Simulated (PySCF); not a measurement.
Te(I)(tBu), SMILES CC(C)(C)[Te]I (C4H9ITe), singlet (GFN2-xTB optimised geometry):

```
15

Te    -0.209    -1.934     0.000
I      2.467    -1.934     0.000
C     -0.511     0.241     0.000
C      0.090     0.865     1.247
C      0.082     0.864    -1.251
C     -2.022     0.391     0.005
H     -0.124     1.934     1.265
H      1.172     0.744     1.268
H     -0.328     0.422     2.150
H      1.164     0.742    -1.280
H     -0.342     0.419    -2.151
H     -0.133     1.933    -1.270
H     -2.467    -0.067    -0.877
H     -2.461    -0.066     0.891
H     -2.291     1.447     0.005
```

Level of theory: PySCF with B3LYP/def2-TZVP, def2 effective core potentials past Kr.

Q: What are the frontier orbital energies and the dipole moment?

A: HOMO-2 -7.80 eV, HOMO-1 -7.16 eV, HOMO -5.74 eV, LUMO -2.51 eV, LUMO+1 -0.71 eV; dipole moment 2.40 D.

On the same geometry PBE/def2-TZVP, def2 effective core potentials past Kr in PySCF gives HOMO-2 -6.88 eV, HOMO-1 -6.34 eV, HOMO -4.93 eV, LUMO -3.07 eV, LUMO+1 -1.33 eV; dipole moment 2.34 D.
